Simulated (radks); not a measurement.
Values are calculated unless marked as measured or tabulated.
Task: The mercury ion Hg2+, [Xe] 4f14 5d10. Code: a radial shooting solver on a logarithmic mesh with Libxc functionals. Model: non-relativistic Kohn-Sham, exchange-only PBE, spin-polarised, spherical densities, point nucleus. Every spin shell is full or empty, so the densities are truly spherical. Functionals are evaluated on that one density, not self-consistently. Rank these exchange functionals by their error against the exact value of the orbitals, and give that value: LDA, B88, PBEsol, RPBE, PW91, OPTX, SOGGA, EV93, TPSS, revTPSS, SCAN, r2SCAN, Tao-Mo.

Result: Exact: -344.694 hartree. From best to worst, with 100 (|E| - |E exact|)/|E exact| (equal figures are ties): PW91 +0.05, SCAN +0.06, B88 +0.07, r2SCAN -0.17, RPBE -0.22, TPSS -0.42, EV93 -0.50, Tao-Mo -0.83, revTPSS -0.89, PBEsol -1.79, SOGGA -1.80, OPTX +1.91, LDA -3.80.
